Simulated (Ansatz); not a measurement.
Reaction (redistribution): `[CH3][Al]1[CH2][CH2]1` + `N=CBO` → `N=[CH][Al]1[CH2][CH2]1` + `CBO`

Isolated molecules relaxed with PBE0-D4/def2-TZVP in Ansatz; ΔE leaves out vibrations. CCSD(T)/CBS is the MP2 limit (def2-TZVPP, def2-QZVPP) plus CCSD(T) − MP2 in def2-TZVPP, frozen cores. One conformer a species, not always the lowest.

| species | CCSD/CBS(def2) energy (Eh) |
| --- | --- |
| `[CH3][Al]1[CH2][CH2]1` | -360.30455 |
| `N=CBO` | -195.12262 |
| `N=[CH][Al]1[CH2][CH2]1` | -414.35090 |
| `CBO` | -141.06564 |

(1) Work out ΔE.

Largest T1 diagnostic among the species: 0.014.

## Answers

(1) ΔE = (-414.35090) + (-141.06564) − (-360.30455) − (-195.12262) = 0.01063 Eh = +0.29 eV. CCSD(T)/CBS gives +0.29 eV.

From BLYP to BHLYP (50 % exact exchange), in def2-TZVPP and without D4, ΔE moves by +0.06 eV. Leaving LDA and LC-ωPBE aside and taking each functional with its dispersion term where it has one, the values, not all of them listed here, spread over 0.06 eV, from BLYP-D4 to PBE-QIDH. LDA lies +0.08 eV from PBE without D4.
